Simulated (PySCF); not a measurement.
**O⁺ (oxygen, charge +1) across methods**

[He] 2s1 2p4, high-spin 4P determinant (an excited configuration). Calculation: PySCF 2.14, in dyall-acv3z; scalar relativity by spin-free X2C-1e.

```json
{"method": "BLYP", "E (hartree)": "-74.1052", "mean ε 2s α (eV)": "-41.596", "mean ε 2p α (eV)": "-26.340", "mean ε 2p β (eV)": "-21.834", "Σ⟨r²⟩ (bohr²)": "7.733", "⟨S²⟩": "3.753"}
{"method": "BHandHLYP", "E (hartree)": "-74.0846", "mean ε 2s α (eV)": "-49.382", "mean ε 2p α (eV)": "-31.581", "mean ε 2p β (eV)": "-25.156", "Σ⟨r²⟩ (bohr²)": "7.637", "⟨S²⟩": "3.754"}
{"method": "UHF", "E (hartree)": "-73.88020", "mean ε 2s α (eV)": "-56.984", "mean ε 2p α (eV)": "-36.558", "mean ε 2p β (eV)": "-26.841", "Σ⟨r²⟩ (bohr²)": "7.615", "⟨S²⟩": "3.759"}
{"method": "PBE", "E (hartree)": "-74.0340", "mean ε 2s α (eV)": "-41.939", "mean ε 2p α (eV)": "-26.577", "mean ε 2p β (eV)": "-21.602", "Σ⟨r²⟩ (bohr²)": "7.720", "⟨S²⟩": "3.753"}
{"method": "r2SCAN", "E (hartree)": "-74.0952", "mean ε 2s α (eV)": "-43.961", "mean ε 2p α (eV)": "-27.497", "mean ε 2p β (eV)": "-21.844", "Σ⟨r²⟩ (bohr²)": "7.633", "⟨S²⟩": "3.755"}
{"method": "LDA", "E (hartree)": "-73.5417", "mean ε 2s α (eV)": "-41.586", "mean ε 2p α (eV)": "-26.654", "mean ε 2p β (eV)": "-21.363", "Σ⟨r²⟩ (bohr²)": "7.765", "⟨S²⟩": "3.754"}
{"method": "M06-2X", "E (hartree)": "-74.0679", "mean ε 2s α (eV)": "-48.396", "mean ε 2p α (eV)": "-31.294", "mean ε 2p β (eV)": "-25.166", "Σ⟨r²⟩ (bohr²)": "7.674", "⟨S²⟩": "3.754"}
{"method": "r2SCANh", "E (hartree)": "-74.0918", "mean ε 2s α (eV)": "-45.269", "mean ε 2p α (eV)": "-28.445", "mean ε 2p β (eV)": "-22.488", "Σ⟨r²⟩ (bohr²)": "7.624", "⟨S²⟩": "3.755"}
```

Q: Estimate the same row for PBE0.

A: E (hartree) = -74.0383; mean ε 2s α (eV) = -45.825; mean ε 2p α (eV) = -29.197; mean ε 2p β (eV) = -23.291; Σ⟨r²⟩ (bohr²) = 7.661; ⟨S²⟩ = 3.753.
